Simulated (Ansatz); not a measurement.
Cost and result for the atomization energy of `O=CS[SiH2]O` (9 atoms, 8 bonds).

Z-matrix (Å, degrees):
```
Si
O 1 1.632
S 1 2.176 2 112.7
H 1 1.477 2 107.8 3 -114.5
H 1 1.480 2 113.2 3 120.9
H 2 0.962 1 113.5 3 -64.0
C 3 1.758 1 94.7 2 60.1
O 7 1.204 3 125.2 1 -4.9
H 7 1.103 3 112.5 1 175.6
```

The species carries charge 0 and has multiplicity 1. The geometry is a stationary point of PBE0-D4/def2-TZVP. It is one conformer, not always the lowest. Program: Ansatz. All runs use 4 threads of an Arm Neoverse N1 on a shared host. Times are those of one run each, without the atoms' runs, and a repeat can differ threefold. Electronic energies, without spin–orbit coupling; frozen cores. CCSD(T)/CBS adds CCSD(T) − MP2 in def2-TZVPP to the MP2 limit, and its time is that of the two runs behind it. T1 = 0.016. B3LYP takes the VWN-RPA correlation (the form of Gaussian; ORCA's B3LYP/G).

CCSD(T)/CBS is a level of theory with its own doubt, some kJ/mol a heavy atom from the limit and from the frozen cores, so smaller differences don't rank the functionals.

```csv
level,functions,wall time
PBE-D4/def2-TZVPP (with forces),233,3.7 s
PBE0-D4/def2-TZVPP,233,4.6 s
B3LYP-D4/def2-TZVPP (with forces),233,7 s
r2SCAN-D4/def2-TZVPP (with forces),233,7.5 s
B2PLYP/def2-TZVPP,233,8 s
ωB97X-V/def2-TZVPP,233,12 s
ωB97M-V/def2-TZVPP (with forces),233,17 s
MP2/def2-QZVPP,431,28 s
CCSD(T)/def2-TZVPP,233,2.8 min
CCSD(T)/CBS(def2),–,3.2 min
```

What atomization energy does each give, and how far from CCSD(T)/CBS? (Best estimate.)

The calculation gave: 
```json
{"level": "PBE-D4/def2-TZVPP (with forces)", "atomization (kcal/mol)": "833.3", "difference from CCSD(T)/CBS": "20.3", "per bond": "2.5"}
{"level": "PBE0-D4/def2-TZVPP", "atomization (kcal/mol)": "808.7", "difference from CCSD(T)/CBS": "-4.3", "per bond": "-0.5"}
{"level": "B3LYP-D4/def2-TZVPP (with forces)", "atomization (kcal/mol)": "808.6", "difference from CCSD(T)/CBS": "-4.4", "per bond": "-0.5"}
{"level": "r2SCAN-D4/def2-TZVPP (with forces)", "atomization (kcal/mol)": "817.0", "difference from CCSD(T)/CBS": "4.0", "per bond": "0.5"}
{"level": "B2PLYP/def2-TZVPP", "atomization (kcal/mol)": "801.1", "difference from CCSD(T)/CBS": "-11.9", "per bond": "-1.5"}
{"level": "ωB97X-V/def2-TZVPP", "atomization (kcal/mol)": "815.1", "difference from CCSD(T)/CBS": "2.1", "per bond": "0.3"}
{"level": "ωB97M-V/def2-TZVPP (with forces)", "atomization (kcal/mol)": "815.4", "difference from CCSD(T)/CBS": "2.4", "per bond": "0.3"}
{"level": "MP2/def2-QZVPP", "atomization (kcal/mol)": "825.3", "difference from CCSD(T)/CBS": "12.3", "per bond": "1.5"}
{"level": "CCSD(T)/def2-TZVPP", "atomization (kcal/mol)": "786.5", "difference from CCSD(T)/CBS": "-26.5", "per bond": "-3.3"}
{"level": "CCSD(T)/CBS(def2)", "atomization (kcal/mol)": "813.0", "difference from CCSD(T)/CBS": "0.0", "per bond": "0.0"}
```

The D4 term adds +8.7 kcal/mol with B3LYP and +4.5 kcal/mol with PBE0; it sums over pairs of atoms, weighted by their polarisabilities, and B3LYP, whose exchange is more repulsive, gets the larger term. From PBE to PBE0 (25 % exact exchange), in def2-TZVPP and without D4, the atomization energy moves by −23.8 kcal/mol: exact exchange takes away binding that semilocal exchange gives to molecules. In def2-TZVPP, CCSD(T) changes the Hartree–Fock value by +229.2 kcal/mol (the triples alone add +17.2 kcal/mol) and MP2 by +252.3 kcal/mol; breaking electron pairs costs correlation energy, which Hartree–Fock lacks.
